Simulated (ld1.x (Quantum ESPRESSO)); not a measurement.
**Transferability test, TM potential for rhodium (Rh)**

```
Element                 : Rh
Generator               : ld1.x (Quantum ESPRESSO) 7.5
Type                    : norm-conserving Troullier–Martins (Kleinman–Bylander form)
Functional              : BLYP
Relativity              : scalar-relativistic
Frozen core             : [Kr]
Valence charge          : 9
Reference configuration : 4d8 5s1 5p0
Partial waves           : 5s (bound): rc 2.85 bohr; 4d (bound): rc 1.90 bohr; 5p (bound, empty): rc 3.95 bohr
Local potential         : the p channel
Core correction         : none
```

Energies are relative to the spin-unpolarised reference configuration 4d8 5s1 5p0; without spin polarisation the order of configurations can differ from experiment. Not all tests gave a result: 1 of 7 tests not solved or not reliable. Left out of the table: 4d8.5 5s0.5 5p0 (pseudo-atom not self-consistent, printed error -25 meV).

Problem. Give the all-electron excitation energy and the error of the potential for: 4d8 5s0 5p0; 4d7 5s0 5p0; 4d6 5s0 5p0; 4d7 5s1 5p0; 4d8 5s0 5p1; 4d7 5s1 5p1.

Solution.

| valence configuration | charge | ΔE all-electron (eV) | error AE − PS (meV) |
| --- | --- | --- | --- |
| 4d8 5s0 5p0 | +1 | 7.548 | +2.7 |
| 4d7 5s0 5p0 | +2 | 26.988 | -136 |
| 4d6 5s0 5p0 | +3 | 59.387 | -675 |
| 4d7 5s1 5p0 | +1 | 11.003 | -26 |
| 4d8 5s0 5p1 | 0 | 3.630 | +2.5 |
| 4d7 5s1 5p1 | 0 | 6.493 | -73 |

ld1.x printed “convergence not achieved” for 2 of the counted tests; their residual had stalled under 1e-8, short of the target of 1e-14.
